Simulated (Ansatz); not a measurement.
`[OH][W]([OH])([OH])([F])([F])[Cl]`. The species carries charge 0 and has multiplicity 1. Correlated methods include outer-core shells of W, which these sets cover unevenly. W takes the def2 core potential.

```xyz
10

O    -0.7956   -1.5620    0.0856
W     0.1454    0.0309   -0.1146
O    -1.4144    0.9677   -0.5519
O     0.0067    0.4385    1.6924
F     0.5275   -0.6149   -1.8317
F     0.9870    1.6144   -0.6731
Cl    2.2783   -0.7690    0.4397
H    -0.9643   -2.1992   -0.6146
H    -1.3839    1.8887   -0.8309
H     0.6134    0.2049    2.3991
```

Task: Give the diagnostics of a CCSD(T)/def2-TZVPP run (frozen core, the Gaussian-basis code of Ansatz). (An estimate is asked.)

Result: Computed: T1 = 0.0216, largest single amplitude 0.063, largest double 0.030, (T) share of the correlation energy 4.5 %, 14 CCSD cycles. The RHF solution is stable towards an unrestricted one. T1 lies over the customary mark of 0.02 for closed shells; compounds of d metals often pass it without a breakdown.
